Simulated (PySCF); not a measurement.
# Radial density of In⁺ (indium, charge +1)

revPBE, [Kr] 4d9 5s2 5p1, one real determinant (an excited configuration). All numbers are calculated (PySCF 2.14, scalar relativity through the core potential, in aug-cc-pVTZ-PP with one added diffuse shell each of d, f type with ECP28MDF (6s5p5d3f, 67 functions)). This is the valence pseudo-density: the core potential removes the inner electrons and smooths the orbitals near the nucleus.

```json
{"r (bohr)": "0.00929", "4πr²ρ (e/bohr)": "1.304e-05", "4πr²(ρα − ρβ)": "0.0000"}
{"r (bohr)": "0.0156", "4πr²ρ (e/bohr)": "3.003e-05", "4πr²(ρα − ρβ)": "0.0000"}
{"r (bohr)": "0.0263", "4πr²ρ (e/bohr)": "5.796e-05", "4πr²(ρα − ρβ)": "0.0000"}
{"r (bohr)": "0.0442", "4πr²ρ (e/bohr)": "0.0001143", "4πr²(ρα − ρβ)": "0.0000"}
{"r (bohr)": "0.0743", "4πr²ρ (e/bohr)": "0.0003903", "4πr²(ρα − ρβ)": "0.0000"}
{"r (bohr)": "0.125", "4πr²ρ (e/bohr)": "0.003571", "4πr²(ρα − ρβ)": "0.0003"}
{"r (bohr)": "0.210", "4πr²ρ (e/bohr)": "0.05391", "4πr²(ρα − ρβ)": "0.0043"}
{"r (bohr)": "0.354", "4πr²ρ (e/bohr)": "1.159", "4πr²(ρα − ρβ)": "0.0719"}
{"r (bohr)": "0.595", "4πr²ρ (e/bohr)": "13.37", "4πr²(ρα − ρβ)": "0.6302"}
{"r (bohr)": "1.00", "4πr²ρ (e/bohr)": "18.17", "4πr²(ρα − ρβ)": "1.0163"}
{"r (bohr)": "1.68", "4πr²ρ (e/bohr)": "4.657", "4πr²(ρα − ρβ)": "0.5252"}
{"r (bohr)": "2.83", "4πr²ρ (e/bohr)": "1.233", "4πr²(ρα − ρβ)": "0.4227"}
{"r (bohr)": "4.76", "4πr²ρ (e/bohr)": "0.1120", "4πr²(ρα − ρβ)": "0.0727"}
{"r (bohr)": "8.01", "4πr²ρ (e/bohr)": "0.0009719", "4πr²(ρα − ρβ)": "0.0008"}
{"r (bohr)": "13.5", "4πr²ρ (e/bohr)": "1.724e-05", "4πr²(ρα − ρβ)": "0.0000"}
```

⟨L²⟩ = 8.01 against 12 for a pure F term, so this real determinant mixes terms. Energies and moments cover only the electrons outside the core potential.
